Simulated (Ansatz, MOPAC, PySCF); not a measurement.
Bond stretch in BeO, singlet.

Levels of theory: RCCSD(T) = CCSD(T) on RHF/cc-pVDZ, 1 core orbital frozen run with PySCF 2.14.0; PM6, restricted, heats of formation (MOPAC); UHF/STO-3G = unrestricted Hartree-Fock/STO-3G in PySCF; UKS-PBE = unrestricted PBE/cc-pVDZ (Ansatz, a first-principles code).

Energies are in mEh, each relative to the lowest point of its own curve near equilibrium.

| R / Å | RCCSD(T) | PM6 | UHF/STO-3G | UKS-PBE |
|---|---|---|---|---|
| 1.00 | 222.4 | 218.9 | 235.4 | 218.6 |
| 1.06 | 134.1 | 128.2 | 146.6 | 132.2 |
| 1.13 | 67.7 | 59.1 | 81.0 | 66.4 |
| 1.18 | 37.5 | 28.4 | (withheld) | 36.4 |
| 1.24 | 15.0 | 7.5 | 32.1 | 14.2 |
| 1.29 | 4.8 | 0.5 | (withheld) | 4.3 |
| 1.32 | 1.5 | 0.0 | 10.5 | 1.2 |
| 1.35 | 0.0 | 1.8 | 5.3 | 0.0 |
| 1.41 | (withheld) | (withheld) | 0.1 | 1.9 |
| 1.46 | 5.1 | 23.1 | 0.0 | 6.8 |
| 1.54 | 15.7 | 48.6 | 5.5 | 18.5 |
| 1.63 | 31.5 | (withheld) | 17.4 | 34.4 |
| 1.81 | 68.6 | 156.2 | 50.5 | 64.8 |
| 2.01 | 103.8 | 231.8 | 89.6 | 93.8 |
| 2.17 | 129.7 | 279.4 | 106.4 | 115.8 |
| 2.41 | (withheld) | 323.1 | 118.3 | 144.6 |
| 2.65 | 192.9 | 346.0 | 123.7 | 166.4 |
| 2.95 | 209.7 | 362.6 | 127.5 | 183.8 |
| 3.26 | 214.5 | 372.9 | 128.2 | 193.9 |
| 3.60 | 215.7 | 379.4 | 128.6 | 200.1 |
| 3.96 | 216.1 | 382.9 | 128.9 | 203.9 |
| 4.62 | 216.4 | 384.8 | 129.0 | 207.4 |
| 5.26 | 216.5 | 385.0 | 129.0 | 208.8 |

### Question
Fill in the missing entries.

### Answer

- 1.18, UHF/STO-3G: 52.3
- 1.29, UHF/STO-3G: 17.8
- 1.41, RCCSD(T): 1.1
- 1.41, PM6: 10.9
- 1.63, PM6: 82.6
- 2.41, RCCSD(T): 165.4

The T1 diagnostic of CCSD on the restricted reference of RCCSD(T) exceeds 0.045 at 1.32 to 2.65 Å. The restricted form behind PM6 keeps the bonding electrons paired and can't separate into open-shell fragments. The unrestricted determinant behind UHF/STO-3G is spin-contaminated at 1.00 to 5.26 Å (<S²> up to 1.3, against 0.00 for a pure singlet). The unrestricted solution behind UKS-PBE changes between 1.63 and 1.81 Å, which can leave a kink. The unrestricted determinant behind UKS-PBE is spin-contaminated at 1.54 to 5.26 Å (<S²> up to 1.0, against 0.00 for a pure singlet).
